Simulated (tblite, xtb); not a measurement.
C$_{4}$H$_{10}$Cd, charge -1, doublet, at a GFN2-xTB geometry (such geometries of metal compounds can be far from the true shape) (a state made from the parent by changing its charge; the spin is typed, not shown lowest). Base run: GFN1-xTB (xtb 6.7.1).

Geometry (Å):
```xyz
15

Cd     0.6187     0.1739     0.1209
C     -1.0560    -0.7695     2.0405
C     -0.7622    -2.2670     2.1037
H     -2.0814    -0.6406     1.6438
H     -1.0839    -0.3837     3.0777
H      0.2090    -2.4550     2.5747
H     -0.7344    -2.7001     1.0964
H     -1.5097    -2.8499     2.6802
C     -0.4684     0.3417    -2.3617
C     -1.0120     1.7675    -2.4291
H     -1.3308    -0.3522    -2.3741
H      0.0896     0.1449    -3.2973
H     -0.1953     2.4934    -2.5106
H     -1.5838     2.0079    -1.5244
H     -1.6859     1.9538    -3.2905
```
Charge -1, spin multiplicity 2.
All else is at xtb's defaults.
Base energy -14.84263 Eh.

Programs used: tblite, xtb; a row that names a program was run with it.

Variants of this job, named by their change:

```tsv
change	ΔE vs base (kJ/mol)	G_solv (kcal/mol)	SCF cycles
base	0.00	-	11
acc = 30	0.00	-	8
program = tblite; method = gfn1; option = --spin-polarized	-11.54	-	-
etemp = 1000	-0.03	-	11
gbsa = water	-191.1	-46.64	12
gbsa = methanol	-201.9	-49.04	11
program = tblite; method = gfn1; option = (--efield, 0,0,0.1)	-1.03	-	-
etemp = 10000	-109.4	-	10
program = tblite; method = gfn1	0.00	-	-
```

ALPB and GBSA are two models with their own fitted parameters for each solvent, which aren't always the measured dielectric constant.
